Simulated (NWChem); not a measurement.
**Extrapolating the MP2 correlation energy of ammonia borane (H6BN)**

SMILES: [NH3+][BH3-]
```xyz
8

B      0.9250    -0.0703     0.0000
N     -0.7241     0.0551     0.0000
H      1.3318     1.0825     0.0000
H      1.1975    -0.6830    -1.0223
H      1.1975    -0.6830     1.0223
H     -1.0582     0.5584     0.8253
H     -1.1666    -0.8671     0.0000
H     -1.0582     0.5584    -0.8253
```
Charge 0, spin multiplicity 1.

All runs are NWChem calculations. Structure: optimised with B3LYP/def2-SVP, a minimum by its harmonic frequencies.

The correlated methods keep 2 core orbitals frozen.

Worked example. The MP2 correlation energy is -298.70 mHa in cc-pVDZ and -368.04 mHa in cc-pVTZ. The form E(X) = E∞ + A/X³ turns the pair into an estimate of the basis-set limit.

E∞ = (3³·(-368.04) − 2³·(-298.70))/(3³ − 2³) = -397.2 mHa. The larger basis holds 93 % of that. This is a two-point estimate, and a rough one from so small a pair.
